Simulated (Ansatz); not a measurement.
Relaxation of the cluster Be₈ with RKS r2SCAN/def2-SVP.

```sh
$ ansatz run in.yaml --threads 4 --pin off --events-out ev --progress --plain --max-ram 3916MiB
```

```yaml
crystal:
  periodic: [false, false, false]
  atoms:
    - {symbol: Be, position_ang: [0.263300, 1.578330, -0.565210]}
    - {symbol: Be, position_ang: [1.653500, 0.105470, -0.215410]}
    - {symbol: Be, position_ang: [-1.475610, 0.937750, 0.387170]}
    - {symbol: Be, position_ang: [0.086890, -1.064330, 1.613950]}
    - {symbol: Be, position_ang: [0.357130, -1.582570, -0.256150]}
    - {symbol: Be, position_ang: [0.220060, -0.113740, -1.676250]}
    - {symbol: Be, position_ang: [-1.494930, -0.710650, -0.630160]}
    - {symbol: Be, position_ang: [0.389660, 0.849740, 1.342070]}
basis:
  gaussian: {orbitals: def2-SVP}
hamiltonian: {xc: r2scan}
scf: {omitted_lower_state_checks: [starts]}
output: {orbitals: {seedname: orbitals}}
relax: {f_tol: 0.02, max_steps: 100}
```

It took 14 s on 4 threads of Intel Xeon 6975P-C on a shared host.

Positions (Å) and forces (eV/Å) at steps 1, 2, 3, 4, 5, 6, 7, 8, 9, 10, 11, 12, 13, 14 of 14:

```xyz
8
step=1 energy=-3196.8792 eV
Be    0.263    1.578   -0.565   -0.233    0.830    0.286
Be    1.653    0.105   -0.215   -0.467   -0.149    0.251
Be   -1.476    0.938    0.387    0.672    0.842    1.185
Be    0.087   -1.064    1.614   -1.132   -0.085   -0.445
Be    0.357   -1.583   -0.256    0.124   -0.842   -0.695
Be    0.220   -0.114   -1.676   -0.086   -0.449   -0.309
Be   -1.495   -0.711   -0.630    0.996   -1.256   -0.021
Be    0.390    0.850    1.342    0.126    1.109   -0.253
8
step=2 energy=-3197.7306 eV
Be    0.247    1.635   -0.561   -0.206    0.390   -0.215
Be    1.591    0.091   -0.190   -0.371   -0.254    0.293
Be   -1.416    0.958    0.484    0.252    0.191    0.568
Be   -0.064   -1.018    1.499   -1.004    0.390   -1.000
Be    0.401   -1.691   -0.330    0.481   -0.763   -0.300
Be    0.220   -0.138   -1.688   -0.087    0.063   -0.034
Be   -1.395   -0.783   -0.562    0.604   -0.460    0.515
Be    0.416    0.946    1.349    0.331    0.443    0.172
8
step=3 energy=-3198.2739 eV
Be    0.228    1.664   -0.576   -0.111    0.080   -0.213
Be    1.548    0.065   -0.158   -0.317   -0.285    0.098
Be   -1.385    0.970    0.544    0.136   -0.092    0.276
Be   -0.191   -0.958    1.364   -0.592    0.434   -0.680
Be    0.464   -1.779   -0.379    0.493   -0.403   -0.129
Be    0.209   -0.135   -1.678    0.001    0.184    0.074
Be   -1.323   -0.827   -0.482    0.184   -0.092    0.383
Be    0.450    1.001    1.366    0.207    0.174    0.191
8
step=4 energy=-3198.4510 eV
Be    0.203    1.662   -0.592    0.069   -0.107    0.007
Be    1.488    0.010   -0.124   -0.088    0.000    0.029
Be   -1.347    0.934    0.612   -0.112   -0.132   -0.058
Be   -0.294   -0.854    1.232    0.271    0.065    0.400
Be    0.535   -1.845   -0.410    0.072    0.067    0.008
Be    0.203   -0.117   -1.667    0.037    0.054    0.015
Be   -1.289   -0.857   -0.451   -0.359    0.081   -0.362
Be    0.501    1.066    1.400    0.110   -0.028   -0.039
8
step=5 energy=-3198.4732 eV
Be    0.205    1.649   -0.587    0.052   -0.020    0.010
Be    1.478    0.007   -0.112    0.004    0.035    0.035
Be   -1.352    0.916    0.613   -0.052   -0.075    0.021
Be   -0.271   -0.845    1.245    0.030    0.084    0.085
Be    0.528   -1.837   -0.411    0.020    0.003   -0.048
Be    0.208   -0.117   -1.670   -0.036   -0.053    0.005
Be   -1.310   -0.853   -0.477   -0.058    0.033   -0.101
Be    0.513    1.080    1.399    0.038   -0.007   -0.008
8
step=6 energy=-3198.4898 eV
Be    0.158    1.584   -0.587   -0.023    0.004    0.028
Be    1.472    0.003   -0.095    0.078    0.001    0.030
Be   -1.375    0.905    0.681   -0.171    0.074    0.087
Be   -0.254   -0.820    1.234    0.047    0.062    0.132
Be    0.513   -1.839   -0.422    0.024   -0.040   -0.051
Be    0.256   -0.152   -1.706   -0.035   -0.113   -0.099
Be   -1.294   -0.787   -0.509    0.042    0.055   -0.138
Be    0.524    1.106    1.404    0.038   -0.043    0.011
8
step=7 energy=-3198.5711 eV
Be    0.078    1.500   -0.589   -0.295    0.001    0.159
Be    1.482   -0.005   -0.098    0.146   -0.244    0.080
Be   -1.431    0.922    0.785   -0.055    0.207    0.149
Be   -0.247   -0.802    1.246    0.260    0.105    0.155
Be    0.503   -1.841   -0.422    0.081   -0.056   -0.138
Be    0.332   -0.201   -1.772   -0.066   -0.329   -0.166
Be   -1.249   -0.681   -0.548    0.081    0.231   -0.358
Be    0.531    1.107    1.398   -0.153    0.084    0.119
8
step=8 energy=-3198.9198 eV
Be   -0.053    1.365   -0.577   -0.344    0.423    0.201
Be    1.478   -0.046   -0.072    0.316   -0.435   -0.122
Be   -1.495    0.942    0.931    0.546    0.040    0.227
Be   -0.175   -0.759    1.241   -0.212    0.217    0.512
Be    0.474   -1.861   -0.458    0.003    0.261   -0.651
Be    0.439   -0.291   -1.852    0.271   -0.586   -0.204
Be   -1.187   -0.512   -0.622   -0.252   -0.416   -0.359
Be    0.517    1.161    1.409   -0.328    0.496    0.395
8
step=9 energy=-3199.2718 eV
Be   -0.182    1.248   -0.544   -0.241    0.871    0.362
Be    1.486   -0.116   -0.033    0.015   -0.605    0.010
Be   -1.493    0.927    1.080    0.587    0.229   -0.498
Be   -0.113   -0.668    1.275    0.254    0.316    0.253
Be    0.429   -1.845   -0.565    0.264    0.130    0.098
Be    0.562   -0.412   -1.942   -0.570    0.181    0.333
Be   -1.191   -0.424   -0.744   -0.020   -0.767   -0.606
Be    0.502    1.292    1.472   -0.288   -0.355    0.048
8
step=10 energy=-3199.4466 eV
Be   -0.219    1.288   -0.535   -0.034    0.442    0.047
Be    1.491   -0.160   -0.026   -0.151   -0.320    0.156
Be   -1.456    0.961    1.029    0.091    0.065   -0.190
Be   -0.103   -0.662    1.302    0.279    0.153    0.018
Be    0.460   -1.849   -0.571    0.184    0.034    0.175
Be    0.511   -0.388   -1.921   -0.272    0.150    0.052
Be   -1.177   -0.464   -0.769   -0.056   -0.282   -0.240
Be    0.493    1.273    1.492   -0.042   -0.242   -0.018
8
step=11 energy=-3199.4937 eV
Be   -0.224    1.352   -0.542    0.028   -0.040   -0.146
Be    1.465   -0.194    0.002    0.003   -0.017    0.011
Be   -1.439    0.955    0.980   -0.052    0.098    0.116
Be   -0.078   -0.659    1.320    0.088   -0.083   -0.022
Be    0.493   -1.856   -0.559   -0.016    0.017    0.003
Be    0.456   -0.361   -1.906    0.109    0.015   -0.075
Be   -1.176   -0.488   -0.783   -0.053    0.033    0.102
Be    0.501    1.251    1.489   -0.105   -0.023    0.010
8
step=12 energy=-3199.4985 eV
Be   -0.231    1.351   -0.554    0.042    0.008   -0.032
Be    1.472   -0.201    0.002   -0.039    0.001    0.028
Be   -1.441    0.972    0.989   -0.061   -0.017    0.004
Be   -0.074   -0.667    1.319    0.035   -0.030   -0.027
Be    0.492   -1.857   -0.564    0.006    0.011    0.023
Be    0.465   -0.360   -1.909    0.029    0.011   -0.029
Be   -1.170   -0.485   -0.770   -0.046    0.011    0.041
Be    0.487    1.246    1.488    0.035    0.005   -0.008
8
step=13 energy=-3199.4988 eV
Be   -0.221    1.355   -0.559   -0.041   -0.013    0.007
Be    1.469   -0.196    0.001   -0.019   -0.037    0.028
Be   -1.443    0.970    0.984   -0.007    0.010   -0.007
Be   -0.074   -0.674    1.316    0.039    0.011    0.004
Be    0.491   -1.855   -0.560    0.024    0.011   -0.013
Be    0.465   -0.357   -1.908   -0.008   -0.027   -0.010
Be   -1.173   -0.487   -0.760    0.004    0.039   -0.026
Be    0.486    1.243    1.485    0.008    0.005    0.017
8
step=14 energy=-3199.4992 eV
Be   -0.226    1.353   -0.558    0.002    0.001    0.009
Be    1.468   -0.201    0.006    0.011    0.011   -0.017
Be   -1.444    0.967    0.986    0.006    0.009   -0.004
Be   -0.067   -0.672    1.319   -0.014   -0.003    0.002
Be    0.491   -1.853   -0.562   -0.005   -0.014    0.005
Be    0.467   -0.360   -1.911   -0.012    0.010    0.010
Be   -1.176   -0.481   -0.766    0.017   -0.010   -0.004
Be    0.487    1.246    1.486   -0.007   -0.003   -0.002
```

The structure comes from a short search, and lower isomers may exist.
